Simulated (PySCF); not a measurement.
Saddle point of SiNH₄F₃, closed shell (SiNH₃F₂ ([NH2][SiH]([F])[F]) + HF → SiHF₃ ([F][SiH]([F])[F]) + NH₃ (still joined by a long Si–N bond); bonds formed: Si1–F7, N2–H6; bonds broken: H6–F7; bonds weakened to dative contacts: Si1–N2), PBE0-D4/def2-TZVP structure:

Si1  (-0.623, 0.368, -0.370)
N2  (0.828, -0.086, 0.619)
F3  (-0.226, 0.384, -1.901)
F4  (-0.691, 1.945, -0.053)
H5  (-1.949, -0.070, 0.061)
H6  (0.521, -1.227, 0.202)
F7  (-0.303, -1.715, -0.460)
H8  (0.747, 0.083, 1.615)
H9  (1.696, 0.318, 0.286)
(Å)

Energies are electronic, without zero-point energy. Barriers and step energies count from the start structure reached by relaxing down the imaginary mode; all methods use the PBE0-D4 structures, on which another method's saddle can fall below an end. Computed with PySCF 2.14 with density fitting (its default auxiliary sets; JK sets also for MP2 and CCSD(T)) (basis: def2-TZVPP, with def2-QZVPP for the basis limit); correlated methods freeze the cores. B3LYP uses VWN-RPA correlation. Extrapolation: Hartree–Fock as exp(−7.88 √X), correlation as X^−2.97.

| method | barrier (kcal/mol) | step energy (kcal/mol) |
| --- | --- | --- |
| SPW92 | ? | -19.32 |
| PBE-D4 | ? | -16.27 |
| r2SCAN-D4 | 11.15 | -19.15 |
| PBE0-D4 | 12.99 | -16.75 |
| B3LYP-D4 | ? | -15.98 |
| BHLYP-D4 | 17.32 | -17.15 |
| wB97M-V | 12.93 | -18.67 |
| HF | 25.13 | -15.58 |
| MP2 | 15.00 | -16.98 |
| CCSD | 17.18 | -17.23 |
| CCSD(T) | 15.60 | -17.39 |

(1) Fill in the withheld barriers. (To be estimated.)

The T1 diagnostic stays at or below 0.012.

Results:

(1) Computed: B3LYP-D4 14.98; PBE-D4 10.51; SPW92 3.97 kcal/mol. Each is the energy of the saddle less that of the start structure, by the same method.

For comparison, the barrier by CCSD(T) at an estimated basis limit (MP2 extrapolated from triple and quadruple zeta, plus CCSD(T) − MP2 in triple zeta) is 15.70 kcal/mol.

Steps of this kind, hydrogen fluoride cutting a network bond, underlie vapour etching and the fluorination step of atomic layer etching.

Labels in which every atom is bracketed show which atoms are joined, not bond orders.

For scale, one of the runs: CCSD(T)/def2-TZVPP, 222 basis functions, launched by `OMP_NUM_THREADS=4 python run.py`. Time: 16 min of wall clock on 4 CPU threads of an Arm Neoverse V2; the host was shared. Peak host memory: 4.6 GiB.
